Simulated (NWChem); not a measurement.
# Total energies of diantimony (Sb2)

```
Sb
Sb 1 2.5161
```
Charge 0, spin multiplicity 1.

The numbers come from NWChem runs, not from measurements. All single points use one geometry, from PBE/def2-SVP with def2 effective core potentials on Sb, a minimum by its harmonic frequencies.

Basis set: def2-SVP (52 functions).

```csv
method,total energy (Ha)
RHF,-478.52709
MP2,-478.76090
B2PLYP,-479.97438
PBE,-480.51874
B3LYP,-480.68340
M06-2X,-480.33939
CCSD(T),-478.78276
```

Total energies of different functionals aren't comparable as a measure of quality: only differences taken within one method are. 

Effective core potentials replace the inner electrons of Sb; spin-orbit coupling is left out. The correlated methods keep 8 core orbitals frozen. B3LYP has NWChem's definition, with VWN1-RPA local correlation. Coupled-cluster values serve here as a point of comparison, not as the truth.
